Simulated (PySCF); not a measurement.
H6O2Si2, SMILES O([SiH2]O)[SiH3].

Geometry optimised at PBE-D3(BJ)/def2-SVP. One conformer was computed; it need not be the lowest.

Two levels are set side by side: TDDFT-PBE/def2-SVPD (PySCF) and TDDFT-CAM-B3LYP/def2-SVPD (PySCF). Vertical, same geometry. The lowest singlet is HOMO→LUMO 98 % with PBE and HOMO→LUMO 52 %, HOMO→LUMO+1 15 %, HOMO−1→LUMO 13 %, HOMO−1→LUMO+1 9 % with the other functional; states are paired by order. Differences are taken from unrounded values.

```
quantity                              TDDFT-CAM-B3LYP  TDDFT-PBE  TDDFT-PBE minus TDDFT-CAM-B3LYP
------------------------------------  ---------------  ---------  -------------------------------
lowest singlet excitation (eV)                   7.56       6.48                            -1.08
lowest triplet excitation (TDA) (eV)             7.18       6.27                            -0.91
```

Functionals without exact exchange tend to place singlet excitations lower, as here. Differences between two approximate levels are no errors against the true value.

Rough cost on one machine, each run with all the roots and properties that it gave: TDDFT-CAM-B3LYP against TDDFT-PBE about 5 times.
